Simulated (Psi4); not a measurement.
H₃HfO₃ (SMILES [OH][Hf]([OH])[OH]), doublet, geometry from GFN2-xTB (such geometries of metal compounds can be far from the true shape) (the multiplicity is a formal guess) (core potentials on Hf).

The Psi4 input:
```
memory 2 GB

molecule mol {
0 2
  Hf    0.020035   -0.041425    0.046664
  O     1.502192   -0.121775   -1.075327
  H     1.506579    0.404216   -1.885238
  O    -0.479778   -0.819681    1.659445
  H    -1.341653   -0.587592    2.027759
  O    -1.119159    1.145423   -0.815480
  H    -0.833489    1.534236   -1.651433
}

set basis def2-svp
set reference uks

energy('m06-2x')
print_variables()
```

Task: What does this run give for the dipole moment, total energy, <S^2>?

Result: 
dipole moment: 2.25 D
total energy: -275.2413 Eh
<S^2>: 0.751

These values belong to the state on which the SCF converged, which isn't shown to be the lowest.

Task: Roughly what does it cost on one core?

Result: about 21 core-seconds (a rough figure).
